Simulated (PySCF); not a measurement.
IRb, charge -1, doublet, at the geometry of the source list (a state made from the parent by changing its charge; the spin is typed, not shown lowest) (core potentials on I, Rb) (a gas-phase anion, which may not be bound at this level), with bond 1-2 at 2.4 times its length; PySCF with SA2-CASSCF(3,4)/def2-SVP.

The PySCF input:
```python
from pyscf import gto, scf, mcscf
import numpy

mol = gto.Mole()
mol.atom = '''
    Rb   -4.084240   -3.052920   -3.548440
    I     1.074800    0.803400    0.933800
'''
mol.basis = 'def2-svp'
mol.ecp = {'I': 'def2-svp', 'Rb': 'def2-svp'}
mol.charge = -1
mol.spin = 1
mol.verbose = 4
mol.build()

mf = scf.ROHF(mol)
mf.kernel()
mc = mcscf.CASSCF(mf, 4, 3)
mc.fix_spin_(ss=0.75)
mc = mc.state_average_([0.5, 0.5])
mc.kernel()
```

The log (banner, timings and long lists left out):

```
PySCF version 2.14.0

[INPUT] verbose = 4
[INPUT] num. atoms = 2
[INPUT] num. electrons = 35
[INPUT] charge = -1
[INPUT] spin (= nelec alpha-beta = 2S) = 1
[INPUT] symmetry False subgroup None
[INPUT] Mole.unit = angstrom
[INPUT] Symbol           X                Y                Z      unit          X                Y                Z       unit  Magmom
[...]
nuclear repulsion = 15.1730564019226
number of shells = 20
number of NR pGTOs = 96
number of NR cGTOs = 50
basis = def2-svp
ecp = {'I': 'def2-svp', 'Rb': 'def2-svp'}

******** <class 'pyscf.scf.rohf.ROHF'> ********
method = ROHF
initial guess = minao
damping factor = 0
level_shift factor = 0
DIIS = <class 'pyscf.scf.diis.CDIIS'>
diis_start_cycle = 1
diis_space = 8
diis_damp = 0
SCF conv_tol = 1e-09
SCF conv_tol_grad = None
SCF max_cycles = 50
direct_scf = True
direct_scf_tol = 1e-13
num. doubly occ = 17  num. singly occ = 1
Set gradient conv threshold to 3.16228e-05
init E= -285.433999675478
[...]
cycle= 1 E= -318.940341304985  delta_E= -33.5  |g|= 2.21  |ddm|= 9.37
[...]
cycle= 2 E= -314.072494190218  delta_E= 4.87  |g|= 1.69  |ddm|= 9.28

WARN: HOMO 0.0385593473510614 >= LUMO -0.111175720957771

cycle= 3 E= -319.168535935852  delta_E= -5.1  |g|= 1.08  |ddm|= 4.22
[...]
cycle= 4 E= -320.45747312228  delta_E= -1.29  |g|= 0.291  |ddm|= 2.26
[...]
cycle= 5 E= -320.516206040627  delta_E= -0.0587  |g|= 0.13  |ddm|= 1.23
[...]
cycle= 6 E= -320.527712773204  delta_E= -0.0115  |g|= 0.0569  |ddm|= 0.396
[...]
cycle= 7 E= -320.531616987293  delta_E= -0.0039  |g|= 0.0117  |ddm|= 0.315
[...]
cycle= 8 E= -320.531937294286  delta_E= -0.00032  |g|= 0.00403  |ddm|= 0.0667
[...]
cycle= 9 E= -320.531972970206  delta_E= -3.57e-05  |g|= 0.00119  |ddm|= 0.0302
[...]
cycle= 10 E= -320.531974509001  delta_E= -1.54e-06  |g|= 0.000265  |ddm|= 0.00648
[...]
cycle= 11 E= -320.531974583092  delta_E= -7.41e-08  |g|= 4.3e-05  |ddm|= 0.00147
[...]
cycle= 12 E= -320.531974587845  delta_E= -4.75e-09  |g|= 7.21e-06  |ddm|= 0.000351
[...]
cycle= 13 E= -320.531974588006  delta_E= -1.61e-10  |g|= 1.76e-06  |ddm|= 5.55e-05
[...]
Extra cycle  E= -320.531974588013  delta_E= -7.05e-12  |g|= 7.52e-07  |ddm|= 7.35e-06
converged SCF energy = -320.531974588013

******** <class 'pyscf.mcscf.addons.StateAverageCASSCF'> ********
CAS (2e+1e, 4o), ncore = 16, nvir = 30
max_cycle_macro = 50
max_cycle_micro = 4
conv_tol = 1e-07
conv_tol_grad = None
orbital rotation max_stepsize = 0.02
orbital rotation threshold for CI restart = 0.01
augmented hessian ah_max_cycle = 30
augmented hessian ah_conv_tol = 1e-12
augmented hessian ah_linear dependence = 1e-14
augmented hessian ah_level shift = 1e-08
augmented hessian ah_start_tol = 2.5
augmented hessian ah_start_cycle = 3
augmented hessian ah_grad_trust_region = 3
kf_trust_region = 3
kf_interval = 4
ci_response_space = 4
ci_grad_trust_region = 3
with_dep4 0
natorb = False
canonicalization = True
sorting_mo_energy = False
ao2mo_level = 2
internal_rotation = False
******** <class 'pyscf.mcscf.addons.StateAverageSpinPenaltyFCISolver'> ********
max. cycles = 50
conv_tol = 1e-08
davidson only = True
linear dependence = 1e-12
level shift = 0.001
max iter space = 12
nroots = 2
pspace_size = 400
spin = None
State-average over 2 states with weights [0.5, 0.5]
CASCI E = -320.507457893363  S^2 = 0.7500000
Set conv_tol_grad to 0.000316228
macro iter   1 ( 21 JK    4 micro), CASSCF E = -320.508207015374  dE = -7.49122011e-04  S^2 = 0.7500000
               |grad[o]|=0.0155  |ddm|=0.000229  |maxRot[o]|=0.125
macro iter   2 ( 10 JK    3 micro), CASSCF E = -320.508241290861  dE = -3.42754868e-05  S^2 = 0.7500000
               |grad[o]|=0.00346  |ddm|=0.000144  |maxRot[o]|= 0.11
macro iter   3 (  7 JK    2 micro), CASSCF E = -320.508242805054  dE = -1.51419340e-06  S^2 = 0.7500000
               |grad[o]|=0.000972  |ddm|=0.000341  |maxRot[o]|=0.0699
macro iter   4 (  7 JK    2 micro), CASSCF E = -320.508245168579  dE = -2.36352486e-06  S^2 = 0.7500000
[...]
macro iter  31 ( 21 JK    4 micro), CASSCF E = -320.510897778134  dE = -1.12114577e-06  S^2 = 0.7500000
               |grad[o]|=0.000911  |ddm|=0.000495  |maxRot[o]|=0.0096
macro iter  32 ( 21 JK    4 micro), CASSCF E = -320.510897894880  dE = -1.16745696e-07  S^2 = 0.7500000
               |grad[o]|=0.000916  |ddm|=0.000481  |maxRot[o]|=0.00292
macro iter  33 ( 21 JK    4 micro), CASSCF E = -320.510899395474  dE = -1.50059395e-06  S^2 = 0.7500000
               |grad[o]|=0.00092  |ddm|=0.000452  |maxRot[o]|=0.00593
macro iter  34 ( 21 JK    4 micro), CASSCF E = -320.510899835195  dE = -4.39721020e-07  S^2 = 0.7500000
               |grad[o]|=0.000908  |ddm|=0.000478  |maxRot[o]|=0.00439
macro iter  35 ( 21 JK    4 micro), CASSCF E = -320.510900163263  dE = -3.28068040e-07  S^2 = 0.7500000
               |grad[o]|=0.000913  |ddm|=0.000456  |maxRot[o]|=0.00123
macro iter  36 ( 21 JK    4 micro), CASSCF E = -320.510900857655  dE = -6.94391588e-07  S^2 = 0.7500000
               |grad[o]|=0.000908  |ddm|=0.000459  |maxRot[o]|=0.00368
macro iter  37 ( 21 JK    4 micro), CASSCF E = -320.510901228858  dE = -3.71203555e-07  S^2 = 0.7500000
               |grad[o]|=0.000904  |ddm|=0.000459  |maxRot[o]|=0.0025
macro iter  38 ( 21 JK    4 micro), CASSCF E = -320.510901408578  dE = -1.79720246e-07  S^2 = 0.7500000
               |grad[o]|=0.000901  |ddm|=0.000458  |maxRot[o]|=0.002
macro iter  39 ( 21 JK    4 micro), CASSCF E = -320.510901845417  dE = -4.36839059e-07  S^2 = 0.7500000
               |grad[o]|=0.0009  |ddm|=0.000453  |maxRot[o]|=0.00219
macro iter  40 ( 21 JK    4 micro), CASSCF E = -320.510902273850  dE = -4.28432145e-07  S^2 = 0.7500000
               |grad[o]|=0.000898  |ddm|=0.000455  |maxRot[o]|=0.00169
macro iter  41 ( 21 JK    4 micro), CASSCF E = -320.510902739271  dE = -4.65421692e-07  S^2 = 0.7500000
               |grad[o]|=0.000895  |ddm|=0.000452  |maxRot[o]|=0.00194
macro iter  42 ( 21 JK    4 micro), CASSCF E = -320.510902946791  dE = -2.07519406e-07  S^2 = 0.7500000
               |grad[o]|=0.000893  |ddm|=0.000456  |maxRot[o]|=0.00124
macro iter  43 ( 21 JK    4 micro), CASSCF E = -320.510903297737  dE = -3.50946550e-07  S^2 = 0.7500000
               |grad[o]|=0.000892  |ddm|=0.000452  |maxRot[o]|=0.0019
macro iter  44 ( 21 JK    4 micro), CASSCF E = -320.510903492703  dE = -1.94965992e-07  S^2 = 0.7500000
               |grad[o]|=0.000891  |ddm|=0.000454  |maxRot[o]|=0.00127
macro iter  45 ( 21 JK    4 micro), CASSCF E = -320.510903716797  dE = -2.24093924e-07  S^2 = 0.7500000
               |grad[o]|=0.000891  |ddm|=0.000454  |maxRot[o]|=0.00149
macro iter  46 ( 21 JK    4 micro), CASSCF E = -320.510903998894  dE = -2.82097119e-07  S^2 = 0.7500000
               |grad[o]|=0.000891  |ddm|=0.000453  |maxRot[o]|=0.00162
macro iter  47 ( 21 JK    4 micro), CASSCF E = -320.510904188794  dE = -1.89900049e-07  S^2 = 0.7500000
               |grad[o]|=0.000891  |ddm|=0.000455  |maxRot[o]|=0.00129
macro iter  48 ( 21 JK    4 micro), CASSCF E = -320.510904413684  dE = -2.24890073e-07  S^2 = 0.7500000
               |grad[o]|=0.000891  |ddm|=0.000454  |maxRot[o]|=0.00148
macro iter  49 ( 21 JK    4 micro), CASSCF E = -320.510904544989  dE = -1.31304773e-07  S^2 = 0.7500000
               |grad[o]|=0.000891  |ddm|=0.000455  |maxRot[o]|=0.00112
macro iter  50 ( 21 JK    4 micro), CASSCF E = -320.510904840840  dE = -2.95850668e-07  S^2 = 0.7500000
               |grad[o]|=0.000891  |ddm|=0.000452  |maxRot[o]|=0.00169
1-step CASSCF not converged,  50 macro (854 JK 174 micro) steps
CASSCF canonicalization
Density matrix diagonal elements [1.99712745 0.50010105 0.00290211 0.49986939]
CASSCF energy = -320.510904840840
CASCI E = -320.510904840840  E(CI) = -2.51259798090103  S^2 = 0.7500000
CASCI state-averaged energy = -320.51090484084
CASCI energy for each state
  State 0 weight 0.5  E = -320.534595701896 S^2 = 0.7500000
  State 1 weight 0.5  E = -320.487213979783 S^2 = 0.7500000
```

The run did not converge; its last values are not results.
